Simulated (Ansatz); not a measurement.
```yaml
crystal:
  periodic: [false, false, false]
  atoms:
    - {symbol: Ge, position_ang: [0.000048, -0.000009, 0.000091]}
    - {symbol: Cl, position_ang: [0.010615, -0.017799, 2.147017]}
    - {symbol: Cl, position_ang: [2.020615, 0.010609, -0.725769]}
    - {symbol: Cl, position_ang: [-1.019596, 1.756491, -0.696087]}
    - {symbol: Cl, position_ang: [-1.011692, -1.749292, -0.725252]}
basis:
  gaussian: {orbitals: cc-pVDZ}
magnetization: {spin_polarized: true, initial_magnetization: 2}
hamiltonian: {xc: {name: B2PLYP}}
scf: {lower_state_search: off}
output: {forces: true}
```

```sh
$ ansatz run in.yaml --threads 2 --pin off --events-out ev --progress --plain --max-ram 4352MiB
```

It prints (some lines left out):

```
Functional definition: B2PLYP
1105 factors; integrals over basis functions are off by at most 6.3e-4 eV
mean field evaluation 1: about -106573.4778 eV, gradient 1.1e1 eV
mean field evaluation 2: about -106573.5751 eV, gradient 1.1e1 eV
mean field evaluation 4: about -106574.2910 eV, gradient 1.5e0 eV
mean field evaluation 8: about -106574.3131 eV, gradient 3.1e-1 eV
mean field evaluation 16: about -106574.4035 eV, gradient 1.3e-1 eV
mean field -106574.40998816 eV, -3916.5373283353 hartree, gradient 2.4e-6 eV, S^2 2.013203; 0 other end points of the search recorded, 0 dependent functions left out
29 core orbitals not correlated: weight in the atoms' cores, before any rotation towards them, 1.000 or more for the frozen orbitals, at most 0.000 for the correlated occupied ones
reference -106574.41014060 eV, -3916.5373339375 hartree; 22, 20 occupied and 48, 50 virtual orbitals, 1105 factors
second order -21.75356974 eV of doubles, -0.00000000 eV of singles
Total energy: -106580.28360443 eV, -3916.7531797520 hartree
Atom 0 at     0.000048    -0.000009     0.000091 Å, force     2.859253    -4.927862     3.207218 eV/Å
Atom 1 at     0.010615    -0.017799     2.147017 Å, force    -0.195717     0.338262     0.264668 eV/Å
Atom 2 at     2.020615     0.010609    -0.725769 Å, force     1.901190    -0.087849    -0.702054 eV/Å
Atom 3 at    -1.019596     1.756491    -0.696087 Å, force    -3.698263     6.370354    -2.068021 eV/Å
Atom 4 at    -1.011692    -1.749292    -0.725252 Å, force    -0.866463    -1.692906    -0.701811 eV/Å
Dipole moment:    -0.471131     0.811982    -0.646441 e Å
Checks for a lower state left out: starts, cluster_reference, orbital_swaps, neighbouring_geometries, increment
```

It took 36 s on 2 threads of Arm Neoverse V1 on a shared host.

Correlated methods freeze 29 core orbitals; core or outer-core shells of Ge are correlated, in sets that lack core-valence functions.
